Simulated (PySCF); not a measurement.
Si(H)(Cl)(Me)2 (C2H7ClSi), SMILES C[SiH](C)Cl. Heavy atoms are numbered as in [SiH:1]([CH3:2])([CH3:3])[Cl:4]. Hydrogens are named by the atom that carries them.

Geometry: B3LYP-D3(BJ)/def2-SVP.

Calculation: PySCF with PBE0/def2-TZVP.

Atomic charges (e), one atom of each kind:

| atom | Mulliken | Löwdin |
|---|---|---|
| Si1 (SiH) | 0.43 | -0.03 |
| C2 (CH3) | -0.49 | -0.46 |
| Cl4 | … | 0.17 |
| H on Si1 | … | -0.03 |
| H on C2 | … | 0.13 |

**Question.** Complete the blanks. (An estimate is asked for; the answer gives what the named calculation found.)

**Answer.** 
- Cl4, Mulliken: -0.29
- H on Si1, Mulliken: -0.03
- H on C2, Mulliken: 0.14

**Question.** Give the Mayer and Wiberg (Löwdin basis) orders of the bonds. (Estimate from the structure and the level; the computed values follow.)

**Answer.** 
```json
[
 {"bond": "Si1–C2", "Mayer": "1.01", "Wiberg": "1.23"},
 {"bond": "Si1–C3", "Mayer": "1.01", "Wiberg": "1.23"},
 {"bond": "Si1–Cl4", "Mayer": "1.10", "Wiberg": "1.72"}
]
```
